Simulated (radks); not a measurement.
Ba I, 56 electrons, occupied as [Xe] 6s2. All-electron calculation, scalar-relativistic Kohn-Sham, RPBE, spin-polarised, spherical densities, finite nucleus; Fermi nuclear charge, rms radius 4.8378 fm. Program: a radial shooting solver on a logarithmic mesh with Libxc functionals.

Local quantities along the radius. ELF = 1/(1 + alpha^2) is the electron localisation function; alpha = (tau - tau_W)/tau_unif compares the Pauli kinetic energy density with that of the uniform gas (summed over spins); s = |grad rho|/(2 (3 pi^2)^(1/3) rho^(4/3)) is the reduced gradient. tau is taken from the large components.

r (bohr),ELF,alpha,s
0.001675,0.999,0.02460,0.6414
0.002269,0.999,0.02634,0.5837
0.0031,0.999,0.02959,0.5464
0.004236,0.999,0.03528,0.5282
0.005787,0.998,0.04536,0.5279
0.007842,0.996,0.06362,0.5452
0.01071,0.990,0.1018,0.5832
0.01464,0.965,0.1895,0.6423
0.02,0.855,0.4124,0.7090
0.0271,0.544,0.9160,0.7108
0.03702,0.323,1.449,0.5155
0.05058,0.467,1.069,0.2968
0.0691,0.720,0.6242,0.3241
0.09365,0.699,0.6568,0.4640
0.1279,0.380,1.276,0.4702
0.1748,0.441,1.125,0.2257
0.2388,0.744,0.5859,0.3305
0.3236,0.606,0.8063,0.6310
0.4421,0.198,2.014,0.4110
0.604,0.698,0.6572,0.2376
0.8251,0.685,0.6789,0.5743
1.127,0.284,1.586,0.7058
1.528,0.557,0.8911,0.4963
2.087,0.745,0.5852,0.8456
2.851,0.229,1.836,1.321
3.895,0.227,1.847,0.8831
5.279,0.949,0.2320,1.237
7.212,0.999,0.02508,2.610
9.853,1.000,0.002128,6.663
13.46,1.000,0.0001398,25.06

On this mesh the ELF has minima near r = 0.037, 0.15, 0.44, 1.1, 3.3 bohr, which separate the shells, and maxima near 0.0010 (1.00), 0.080 (0.75), 0.28 (0.75), 0.70 (0.77), 1.8 (0.75).
